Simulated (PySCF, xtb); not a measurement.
C2H5ClOSi2, SMILES [SiH2](Cl)C#C[SiH2]O.

GFN2-xTB (xtb) at its own geometry gives an orbital gap of 4.57 eV and a dipole moment of 1.18 D.

Geometry optimised at B3LYP-D3(BJ)/def2-SVP. The structure was generated by enumeration, and PubChem lists no compound with its InChIKey, so it may never have been made. Other conformers were not sampled.

Q: What does HF/def2-TZVP (PySCF) give? (The exact figures need the calculation; the answer reports its results.)

A: gap 13.16 eV (levels -11.11 and 2.05 eV), dipole 0.18 D.
